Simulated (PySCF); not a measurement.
# Basis and Hamiltonian dependence of the excitation energy of Br²⁺

Br²⁺ [Ar] 3d10 4s2 4p3 (4S) → Br²⁺ [Ar] 3d10 4s1 4p3 5s1 (6S). Calculated with PySCF 2.14 from differences of total energies of unrestricted determinants, without spin-orbit coupling. Values in eV.

```csv
basis,Hamiltonian,functions,UHF,PBE,PBE0,MP2 (valence),CCSD(T) (valence),CCSD(T) (valence and next inner shell)
aug-cc-pVDZ-PP with ECP10MDF,ECP,32,25.955,28.397,28.158,26.897,27.125,n/a
aug-cc-pVDZ-DK,spin-free X2C,36,25.909,28.403,28.144,26.832,27.057,n/a
aug-cc-pwCVDZ-PP with ECP10MDF,ECP,48,25.946,28.371,28.134,27.009,27.235,27.600
"x2c-TZVPPall with one added diffuse shell each of s, p, d type",spin-free X2C,57,25.880,28.327,28.078,27.169,n/a,27.570
def2-TZVPPD,non-relativistic,57,25.251,27.647,27.415,26.570,26.813,26.971
aug-cc-pVQZ-PP with ECP10MDF,ECP,89,25.843,28.252,28.012,27.255,27.452,n/a
aug-cc-pVQZ-DK,spin-free X2C,93,25.878,28.332,28.082,27.278,27.476,n/a
def2-QZVPPD,non-relativistic,98,25.184,27.597,27.358,26.617,26.825,n/a
"x2c-QZVPPall with one added diffuse shell each of s, p, d, f type",spin-free X2C,113,25.864,28.329,28.074,27.275,n/a,n/a
```

Frozen in the all-electron rows: valence: [Ar] 3d10; valence and next inner shell: [Ne]; with a core potential, the same shells as far as they lie outside it.

Non-relativistic rows lack the scalar-relativistic shift.
